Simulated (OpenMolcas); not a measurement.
A run on Cr2+ among 4 point charges of -1.5 e arranged as a square (D4h), 1.67 Å from the ion.

```yaml
Program: OpenMolcas
Method: "SS-CASPT2, IPEA 0.25 Eh, imaginary shift 0.1 Eh (closed shells correlated: 3s 3p)"
Basis: ANO-RCC-VDZP [5s4p2d1f]
Scalar_Hamiltonian: DKH2, point nucleus
Active_space: 4 electrons in 5 orbitals (3d)
State_averaging: 2S+1 = 5 even, 5 roots; 2S+1 = 3 even, 45 roots; 2S+1 = 1 even, 50 roots
Spin-orbit_coupling: RASSI with atomic mean-field integrals over the reference wave functions
```

First CASPT2 step and the start of its output:

```
&CASPT2
Multistate=5 1 2 3 4 5
NoMult
Frozen=2 3
IPEA=0.25
Imaginary=0.1
MaxIter=60
WThr=0.0 0.3 0.05
PrWF=0.5
NoMix
```

```
--- CASPT2 ---
Orbital specifications:
      -----------------------

      Symmetry species                           1   2
                                                ag  au
      Frozen orbitals                            2   3
      Inactive orbitals                          1   3
      Active orbitals                            5   0
      Secondary orbitals                         7  13
      Deleted orbitals                           0   0
      Number of basis functions                 15  19
Type of calculation                        SS-CASPT2
      Fock operator                              state-specific
      IPEA shift                                 0.25
      Real shift                                 0.00
      Imaginary shift                            0.10
      The input orbitals will be transformed to quasi-canonical
Reference energy:       -1052.8325964326
      E2 (Non-variational):      -0.3140122489
      Shift correction:          -0.0002202377
      E2 (Variational):          -0.3142324866
      Total energy:           -1053.1468289192
      Residual norm:              0.0000002181
      Reference weight:           0.93778
      Contributions to the CASPT2 correlation energy
      Active & Virtual Only:         -0.0509888783
      One Inactive Excited:          -0.1396764940
      Two Inactive Excited:          -0.1233468766
Reference energy:       -1052.7958046381
      E2 (Non-variational):      -0.3053933768
      Shift correction:          -0.0001670046
      E2 (Variational):          -0.3055603814
      Total energy:           -1053.1013650195
      Residual norm:              0.0000005885
      Reference weight:           0.94279
      Contributions to the CASPT2 correlation energy
      Active & Virtual Only:         -0.0448996606
...
```

Over all roots the printed reference weights run from 0.24 to 0.95, and roots that are degenerate in the reference spread by up to 0.035 cm-1.

Problem. Did the run give usable levels, and if not, why?

Solution. No. The equations converged, but the reference weight falls to 0.24 for at least one root against 0.95 for the best. A drop of that size marks an intruder state, so the energies of such roots and the levels built on them can't be trusted.
